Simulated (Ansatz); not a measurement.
Pulling on the Si1–F3 bond in FHSi (SMILES F[SiH]) (multiplicity 1 held, fragments rigid). Energies count from the point at 1.620 Å.
Geometry at that point (charge 0, multiplicity 1):
```xyz
3

Si    -0.207    -0.345     0.450
H     -1.003    -1.195    -0.556
F      0.434     0.670    -0.638
```

Restricted levels (R-, RO-) in cc, def2 and unpolarised 6-31G sets keep to the state of the molecule at rest. Unrestricted levels (U-) break spin symmetry where that is lower. Active spaces are followed from a long bond inwards. Levels need not reach the same state.

Frozen-core correlation.

Programs: Ansatz (Gaussian basis) for Hartree–Fock, density functionals and correlated methods. Each number belongs to the level named beside it.

Energies in eV.

```csv
R (Å),U-HF/cc-pV(D+d)Z,R-MP2/cc-pV(D+d)Z,U-SCS-MP2/cc-pV(D+d)Z,R-CCSD(T)/cc-pV(D+d)Z,"FIC-MRCISD on CASSCF(6,4)/cc-pV(D+d)Z","FIC-MRCISD+Q on CASSCF(6,4)/cc-pV(D+d)Z"
1.296,3.27,3.53,3.51,3.54,3.47,3.53
1.458,0.61,0.72,0.71,0.73,0.70,0.73
1.620,0.00,0.00,0.00,0.00,0.00,0.00
1.782,0.29,0.21,0.21,0.20,0.22,0.21
1.944,0.96,0.82,0.81,0.79,0.83,0.81
2.187,2.17,1.97,1.94,1.90,1.94,1.92
2.430,3.30,3.08,3.24,2.94,2.98,2.97
2.835,3.89,4.59,5.03,4.24,4.28,4.30
3.240,4.00,5.71,5.34,4.73,4.96,5.01
3.726,4.04,6.62,5.45,3.31,5.25,5.31
4.374,4.06,7.27,5.47,-2.89,5.34,5.40
5.184,4.06,7.41,5.48,-10.01,5.36,5.42
```

Doubts at one or more of the structures used: a spin-contaminated determinant (U-HF/cc-pV(D+d)Z, U-SCS-MP2/cc-pV(D+d)Z); a restricted determinant that unrestricted orbitals would lower (R-MP2/cc-pV(D+d)Z, R-CCSD(T)/cc-pV(D+d)Z); T1 above 0.05 (R-CCSD(T)/cc-pV(D+d)Z); other coupled-cluster roots lie near (R-CCSD(T)/cc-pV(D+d)Z); active orbitals that take no part (FIC-MRCISD on CASSCF(6,4)/cc-pV(D+d)Z, FIC-MRCISD+Q on CASSCF(6,4)/cc-pV(D+d)Z).

Ansatz is a quantum-chemistry and plane-wave program.
